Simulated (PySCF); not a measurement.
RbBi⁺: one state, many levels of theory

State: ⁴Σ⁻ (quartet), unpaired electrons σ ↑, π ↑↑. Set-up: basis Rb def2-SVPD with ECP28, Bi def2-SVPD with ECP60; scalar-relativistic core potentials; PySCF 2.14. De refers to Rb⁺ + Bi in their high-spin ground configurations, without counterpoise correction. The functionals are run spin-unrestricted. A positive dipole points towards Bi; it is taken about the centre of mass and depends on that origin.

| Level | Re (Å) | ωe (cm⁻¹) | De (eV) | μ (D) |
| --- | --- | --- | --- | --- |
| UHF | 4.334 | 31.6 | n/a | -12.90 |
| UHF-MP2 | 4.154 | 37.7 | n/a | n/a |
| UHF-SCS-MP2 | 4.176 | 36.9 | n/a | n/a |
| LDA | 3.887 | 46.8 | n/a | -10.70 |
| PBE | 4.087 | 38.5 | n/a | -11.52 |
| TPSS | 4.125 | 37.3 | n/a | -11.74 |
| r²SCAN | 4.106 | 37.7 | n/a | -11.81 |
| M06-L | 4.038 | 42.2 | n/a | -11.41 |
| PBE0 | 4.091 | 37.8 | n/a | -11.72 |

(1) What does the step from GGA to meta-GGA do here, going from PBE to r²SCAN?

(2) What does second-order correlation do here, going from UHF to UHF-MP2?

Correlated steps freeze 4 core orbitals. Spin–orbit coupling is left out, which matters for elements this heavy, above all for dissociation energies. The state is the lowest determinant that a PBE0 search found; another state may lie lower at other levels.

Answers

(1) r²SCAN less PBE: +1.9 pm in Re, -2.1 % in ωe. 

(2) UHF-MP2 less UHF: -18.0 pm in Re, +19.3 % in ωe. Correlation nearly always deepens the well. The bond shortens, as in weak, metallic or heavy-atom bonds, where dispersion and the correlation of outer-core electrons pull the atoms together.
